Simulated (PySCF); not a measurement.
PySCF 2.14 output of an unrestricted PBE0 calculation on a single atom or ion in def2-SVP, with no relativity, point nucleus:

```
SCF conv_tol = 1e-09
number electrons alpha = 13  beta = 10
    C. Adamo and V. Barone.,  J. Chem. Phys. 110, 6158 (1999)
    M. Ernzerhof and G. E. Scuseria.,  J. Chem. Phys. 110, 5029 (1999)
cycle= 1 E= -943.554138421236  delta_E= -0.0034  |g|= 0.00713  |ddm|= 0.323
cycle= 2 E= -943.554181973357  delta_E= -4.36e-05  |g|= 0.00292  |ddm|= 0.0534
cycle= 3 E= -943.554187511782  delta_E= -5.54e-06  |g|= 0.000404  |ddm|= 0.0064
cycle= 4 E= -943.554187681089  delta_E= -1.69e-07  |g|= 2e-05  |ddm|= 0.00278
cycle= 5 E= -943.554187683219  delta_E= -2.13e-09  |g|= 2.08e-06  |ddm|= 0.000453
cycle= 6 E= -943.554187683238  delta_E= -1.85e-11  |g|= 2.19e-08  |ddm|= 4.65e-05
converged SCF energy = -943.554187683238  <S^2> = 3.7554456  2S+1 = 4.0027219
```

The run itself started from symmetry-adapted Hartree-Fock orbitals and held the occupation by maximum overlap, on a logarithmic radial grid, so the iterations belong to that start.

Which element, charge and spin multiplicity is this?

V (vanadium, neutral), multiplicity 4; the state was [Ar] 3d3 4s2, high-spin 4F determinant.
